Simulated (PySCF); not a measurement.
# Fractional electron number in Kr (krypton, neutral)

The 4p beta orbital of [Kr] is emptied in steps (occupation f), with all orbitals relaxed, ending at [Ar] 3d10 4s2 4p5. Calculation: PySCF 2.14, in def2-SVP; no relativity, point nucleus. The exact energy is a straight line in f; departures are measured from the line between the end points of the same method.

```csv
f,UHF (eV),LDA (eV),PBE (eV),PBE0 (eV),r2SCAN (eV),LC-wPBE (eV),BHandHLYP (eV),wB97X (eV),TPSS (eV),MN15 (eV)
1,0.000,0.000,0.000,0.000,0.000,0.000,0.000,0.000,0.000,0.000
0.75,0.169,-0.986,-0.953,-0.674,-0.886,-0.133,-0.415,-0.207,-0.928,-0.517
0.5,0.222,-1.315,-1.267,-0.893,-1.162,-0.172,-0.554,-0.278,-1.233,-0.680
0.25,0.164,-0.986,-0.946,-0.665,-0.856,-0.124,-0.416,-0.215,-0.919,-0.500
0,0.000,0.000,0.000,0.000,0.000,0.000,0.000,0.000,0.000,0.000
```

```csv
method,E(f=0) − E(f=1) (eV),−ε at f=1 (eV),−ε at f=0.5 (eV)
UHF,13.185,14.103,13.171
LDA,14.317,9.060,14.318
PBE,14.034,8.941,14.053
PBE0,14.138,10.528,14.160
r2SCAN,14.247,9.465,14.331
LC-wPBE,14.173,13.443,14.195
BHandHLYP,14.055,11.842,14.052
wB97X,14.128,13.027,14.109
TPSS,14.115,9.153,14.137
MN15,14.006,11.211,14.050
```

Orbital energy along the path (eV):

```csv
f,UHF,LDA,PBE,PBE0,r2SCAN,LC-wPBE,BHandHLYP,wB97X,TPSS,MN15
1,-14.103,-9.060,-8.941,-10.528,-9.465,-13.443,-11.842,-13.027,-9.153,-11.211
0.75,-13.626,-11.685,-11.502,-12.354,-11.935,-13.832,-12.948,-13.573,-11.652,-12.654
0.5,-13.171,-14.318,-14.053,-14.160,-14.331,-14.195,-14.052,-14.109,-14.137,-14.050
0.25,-12.738,-16.950,-16.577,-15.933,-16.584,-14.523,-15.158,-14.665,-16.591,-15.384
0,-12.325,-19.567,-19.051,-17.657,-18.747,-14.802,-16.286,-15.335,-18.977,-16.600
```

Reference removal energy between the ground levels: 14.000 eV (measured; NIST Atomic Spectra Database, ionization energies). The calculation has no spin-orbit coupling. UHF lacks correlation.
